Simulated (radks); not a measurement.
Problem. Species: the zirconium ion Zr37+. Configuration: [He] 2s1. Method: Dirac Kohn-Sham, PBEsol, spin-unpolarised, spherical densities, point nucleus; computed with a radial shooting solver on a logarithmic mesh with Libxc functionals.

Spin-orbit splittings of the eigenvalues, e(l+1/2) - e(l-1/2), with zeta = 2 splitting/(2l+1) and mean radii in bohr:

shell  occ.  splitting (eV)  zeta (eV)  <r> j=l-1/2  <r> j=l+1/2
2p        0           106.7      71.14       0.1259       0.1296
3d        0               ?          ?       0.2752       0.2770

Estimate the 3d splitting.

Solution. 9.347 eV (zeta = 3.739 eV).
